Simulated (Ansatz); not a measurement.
Input file for Ansatz (a first-principles code): U-CCSDT(Q)/cc-pV(D+d)Z on CH2S (SMILES C=S), 2S+1 = 3, a spin state set in the input, which need not be the lowest, at the other state's geometry. Files ending in .json are basis or fitting sets from the Basis Set Exchange.

Ansatz 0.2 input:
```yaml
crystal:
  periodic: [false, false, false]
  atoms:
    - {symbol: C, position_ang: [-0.98855101, 0.13181649, 0.22294557]}
    - {symbol: S, position_ang: [0.56452001, -0.07527487, -0.12731486]}
    - {symbol: H, position_ang: [-1.56079280, 0.97866225, -0.15231854]}
    - {symbol: H, position_ang: [-1.54022127, -0.56516332, 0.85168289]}
basis:
  gaussian:
    orbitals: cc-pV_D+d_Z.json
magnetization: {spin_polarized: true, initial_magnetization: 2}
correlation: {method: ccsdt_q, electrons: outside_noble_gas}
scf: {omitted_lower_state_checks: [cluster_reference]}
```

Output:

```
Functional definition: HF
[...]
these checks for a lower state are left out or cut short: cluster_reference
integrals: 0.03 GiB planned
856 factors; integrals over basis functions are off by at most 2.0e-7 eV
mean field: 0.13 GiB planned
mean field evaluation 1: about -11876.1919 eV, gradient 1.2e1 eV
mean field evaluation 2: about -11876.2401 eV, gradient 1.2e1 eV
mean field evaluation 4: about -11877.4620 eV, gradient 2.3e0 eV
mean field evaluation 8: about -11877.5880 eV, gradient 1.9e-1 eV
mean field evaluation 16: about -11877.5893 eV, gradient 2.3e-6 eV
mean field evaluation 32: about -11876.5736 eV, gradient 8.8e-1 eV
mean field -11877.58925752 eV, -436.4933542946 hartree, gradient 2.3e-6 eV, S^2 2.022783; 4 other end points of the search recorded, 0 dependent functions left out
6 core orbitals not correlated
reference -11877.58925752 eV, -436.4933542946 hartree; 7, 5 occupied and 34, 36 virtual orbitals, 856 factors
second order -6.30316933 eV of doubles, -0.00000000 eV of singles
coupled cluster: 0.62 GiB planned
cycle   1  -6.92025078 eV  change   -6.2e-1 eV  update   7.7e-2
cycle   2  -7.32030420 eV  change   -4.0e-1 eV  update   3.2e-2
cycle   3  -7.45882548 eV  change   -1.4e-1 eV  update   2.1e-2
cycle   4  -7.44208902 eV  change    1.7e-2 eV  update   9.9e-3
cycle   5  -7.44834151 eV  change   -6.3e-3 eV  update   4.1e-3
cycle   6  -7.44931333 eV  change   -9.7e-4 eV  update   1.6e-3
cycle   7  -7.44866737 eV  change    6.5e-4 eV  update   5.7e-4
cycle   8  -7.44889108 eV  change   -2.2e-4 eV  update   2.7e-4
cycle   9  -7.44895627 eV  change   -6.5e-5 eV  update   9.8e-5
cycle  10  -7.44881805 eV  change    1.4e-4 eV  update   4.1e-5
cycle  11  -7.44887837 eV  change   -6.0e-5 eV  update   1.7e-5
cycle  12  -7.44888657 eV  change   -8.2e-6 eV  update   6.1e-6
cycle  13  -7.44888975 eV  change   -3.2e-6 eV  update   2.1e-6
cycle  14  -7.44888941 eV  change    3.4e-7 eV  update   8.6e-7
perturbative correction -0.01343437 eV, -0.0004937038 hartree
Total energy: -11885.05158129 eV, -436.7675896352 hartree
Checks for a lower state left out: cluster_reference
```

The run converged.

Cost: roughly 70 core-seconds.
